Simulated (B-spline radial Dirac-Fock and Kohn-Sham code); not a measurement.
## Satellites and hypersatellites of the K lines of Eu²⁺

System: europium as Eu²⁺ in the configuration 1s2 2s2 2p6 3s2 3p6 3d10 4s2 4p6 4d10 4f7 5s2 5p6.

The run's input, task.json:

```json
{"items": [{
  "Z": 63,
  "q": 2,
  "cfg": [[1, 0, 2], [2, 0, 2], [2, 1, 6], [3, 0, 2], [3, 1, 6], [3, 2, 10], [4, 0, 2], [4, 1, 6], [4, 2, 10], [4, 3, 7], [5, 0, 2], [5, 1, 6]],
  "A": 153,
  "rrms": 5.1115,
  "do": ["binding", "quiet", "double"]
}]}
```

Run with: `python xray_run.py task.json out`

Method: Dirac-Fock ΔSCF + Breit + QED. Computed with an atomic code on a B-spline grid. Each two-hole energy is an average over J within one jj subconfiguration, not an observable level; in light atoms, where LS coupling holds, the j-resolved values are not observed lines, and for a K spectator the Kα1 hypersatellite is nearly forbidden. No correlation.

Lines without a spectator: Kα2 (K-L2) 40899.7 eV, Kα1 (K-L3) 41540.2 eV, Kβ3 (K-M2) 46900.5 eV, Kβ1 (K-M3) 47033.3 eV. Shifts in eV with one spectator hole (a dash: not computed, or left out as unreliable):

```csv
spectator hole,Kα2,Kα1,Kβ3,Kβ1
K (1s),+779.0,+820.2,+1002.6,+1011.9
L2 (2p1/2),+93.3,+121.5,–,+244.0
L3 (2p3/2),+80.3,+84.1,+199.8,–
M2 (3p1/2),–,+17.34,+36.2,+43.1
M3 (3p3/2),+11.03,–,+33.8,+33.6
M4 (3d3/2),+3.37,+0.07,–,–
M5 (3d5/2),-1.07,+1.96,–,–
```
